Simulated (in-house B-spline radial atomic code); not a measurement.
F⁵⁺. Computed with a B-spline radial atomic code. Model: all-electron spherical atom, spin shells full or empty, radial basis limit, no spin-orbit coupling: exact exchange with a local potential (Slater, KLI or optimised effective potential, whose far tail is KLI's), no correlation.

The run also made RPA and GW results, which its time includes.

The Slater potential averages the orbital exchange potentials with the orbital densities as weights, KLI adds orbital constants, and the optimised effective potential minimises the exact-exchange energy among local potentials. So their energies lie above Hartree-Fock in the order OEP, KLI, Slater. All fall off as −1/r, unlike LDA and GGA exchange.

Command:
```bash
python run_gw.py task.json out
```
Settings (lengths in bohr, energies in hartree):
```
Z                      9
electrons              4
configuration          [He] 2s2
hamiltonian            nr
method                 kli
lmax                   9
spin_polarised         False
box_radius             10.43
intervals              62
ion_configuration      [He] 2s1
```

Time taken, with all properties: 1.5 s on 1 thread of Intel(R) Xeon(R) Platinum 8488C (Sapphire Rapids), on a shared host.

Given: hamiltonian non-relativistic; mean-field start exchange-only KLI.

Computed: energy above Hartree-Fock 1.1028 millihartree; virial ratio -E/T less 1 -0.00174.

| radius (bohr) | r times exchange potential (hartree bohr) |
| --- | --- |
| 0.00556 | -0.04353 |
| 0.00655 | -0.051243 |
| 0.00773 | -0.060419 |
| 0.00912 | -0.071191 |
| 0.0108 | -0.084149 |
| 0.0127 | -0.098717 |
| 0.015 | -0.11621 |
| 0.0177 | -0.13652 |
| 0.0208 | -0.1595 |
| 0.0246 | -0.18712 |
| 0.029 | -0.21827 |
| 0.0342 | -0.25382 |
| 0.0404 | -0.2943 |
| 0.0476 | -0.33858 |
| 0.0562 | ? |
| 0.0663 | -0.43925 |
| 0.0782 | -0.49263 |
| 0.0922 | -0.54534 |
| 0.109 | -0.59538 |
| 0.128 | -0.63667 |
| 0.151 | -0.66828 |
| 0.179 | -0.68478 |
| 0.211 | -0.68014 |
| 0.249 | -0.64857 |
| 0.293 | -0.58718 |
| 0.346 | -0.51725 |
| 0.408 | -0.51934 |
| 0.481 | -0.60994 |
| 0.568 | -0.72045 |
| 0.67 | -0.81437 |
| 0.79 | ? |
| 0.932 | -0.93934 |
| 1.1 | -0.97211 |
| 1.3 | -0.98949 |
| 1.53 | -0.99676 |
| 1.81 | -0.99927 |
| 2.13 | -0.99988 |

Question: What belongs in the row 0.0562?

Answer: r times exchange potential (hartree bohr): -0.38746.

Question: What belongs in the row 0.79?

Answer: r times exchange potential (hartree bohr): -0.8872.

```tsv
occupied	level (hartree)	Hartree-Fock level (hartree)
1s	-30.848	-32.065
2s	-5.6644	-5.6655
```

```
empty  level (hartree)
   2p           -5.092
   3s          -2.3041
   3p                ?
   3d          -2.0261
```

Question: What belongs in the row 3p?

Answer: level (hartree): -2.1491.
